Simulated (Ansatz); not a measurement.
AlH₈NOSi₂, relaxed with RKS PBE-D4/def2-SVP in Ansatz from a rough embedded geometry. The force threshold is 0.03 eV/Å; the program also tests the step.

Charge 0, multiplicity 1. The bonds changed during the relaxation, so this is another structure than the one it started from.

Start:

```xyz
13

N    -1.365   -1.515   -0.084
Si   -0.904    0.014   -0.823
O    -2.321    0.936   -1.062
Si    0.504    1.174    0.413
Al    2.443   -0.082    0.852
H    -1.702   -1.304    0.906
H    -0.427   -2.047    0.106
H    -0.217   -0.261   -2.147
H    -2.865    0.341   -1.741
H     0.825    2.418   -0.175
H    -0.184    1.424    1.779
H     3.337   -0.569   -0.410
H     2.875   -0.531    2.387
```

Task: How much energy does the relaxation release, and in how many steps? (Best estimate.)

Result: The calculation gave: 163.79 kJ/mol, in 23 steps, 2 of them rejected.

Task: Which bonds change most? (An estimate is asked.)

Result: Ansatz gave: N1–Al5 from 4.174 to 2.090 Å; Si4–Al5 from 2.352 to 2.500 Å; Si2–Si4 from 2.204 to 2.341 Å; N1–Si2 from 1.759 to 1.879 Å.

Task: Give the relaxed structure. (Best estimate.)

Result: The calculation gave: 
```xyz
13

N    -0.209   -1.239    0.134
Si   -0.765    0.307   -0.778
O    -2.445    0.402   -0.727
Si    0.625    1.698    0.493
Al    1.650   -0.561    0.806
H    -0.809   -1.416    0.956
H    -0.205   -2.111   -0.418
H    -0.290   -0.006   -2.177
H    -2.923   -0.054   -1.443
H     1.132    2.822   -0.374
H    -0.223    2.287    1.599
H     2.660   -0.989   -0.370
H     1.801   -1.142    2.298
```
